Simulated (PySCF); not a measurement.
Level of theory: PBE-D3(BJ)/def2-TZVP // CAM-B3LYP-D3(BJ)/def2-TZVP in PySCF. All species are isolated molecules in the gas phase. One relaxed conformer stands for a flexible species; it need not be the lowest. Excitations are Tamm–Dancoff values on a coarser integration grid. The basis has no diffuse functions, so Rydberg states are missing or too high.

Reference species (SMILES): `OB(O)O` (neutral, multiplicity 1).

```yaml
LUMO: -0.70 eV
S1–T1 gap (TDA): 0.14 eV
S1 excitation (TDA): 6.77 eV
T1 excitation (TDA): 6.63 eV
```

Changed species: `OB(N)N` (N–B–O–H torsion 180°) (2 of 3 OH replaced by NH2; the reference has 0 of 3 OH replaced by NH2).

### Question
Predict the effect on the LUMO, S1–T1 gap (TDA), S1 excitation (TDA) and T1 excitation (TDA).

### Answer
the LUMO increases by 0.60 eV, to -0.10 eV; the S1–T1 gap (TDA) rises by 0.04 eV, to 0.18 eV; the S1 excitation (TDA) falls by 1.45 eV, to 5.32 eV; the T1 excitation (TDA) falls by 1.49 eV, to 5.14 eV.
